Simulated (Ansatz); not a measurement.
System: GeHBrF, charge 0, doublet. GeHBrF (SMILES [F][GeH][Br], doublet).
B3LYP-D3(BJ)/def2-TZVP minimum from Ansatz (a quantum-chemistry and plane-wave program):
```
Ge
F 1 1.7525
H 1 1.5676 2 104.58
Br 1 2.3305 3 108.83 2 -113.27
```
Charge 0, spin multiplicity 2.

Wanted: atomisation energy (electronic, to ground-state atoms), in kcal/mol. UHF or UKS for unpaired electrons; spin-orbit terms are left out. Correlated methods leave the cores frozen (noble-gas shells, and filled d and f shells in the p block). No relativity. CBS(X,Y): correlation extrapolated as X^-3, Hartree-Fock from the larger set. A bracket is a step between two methods taken in the basis named. Double hybrids freeze cores in their MP2 part. For partners of very few electrons the exact lower level stands in for a higher one. Spin-orbit terms, left out, reach several kcal/mol for Br and I, and more for heavier atoms.

CCSD(T)/CBS(cc-pVTZ,cc-pVQZ) + [CCSDT(Q) - CCSD(T)]/cc-pVDZ (Ansatz) gives 251.5 kcal/mol.

### Question
What does PBE/def2-TZVPD (Ansatz) give here, and how do the other levels compare?

### Answer
PBE gives 254.5 kcal/mol, 3.0 kcal/mol above it. Differences of the others: r2SCAN/def2-TZVPD (Ansatz) 2.8; B3LYP/def2-TZVPD (Ansatz) -8.2; wB97M-V/def2-TZVPD (Ansatz) -5.7; B2PLYP/def2-TZVPD (Ansatz) -7.0; CCSD(T)/CBS(cc-pVTZ,cc-pVQZ) (Ansatz) -0.7 kcal/mol.
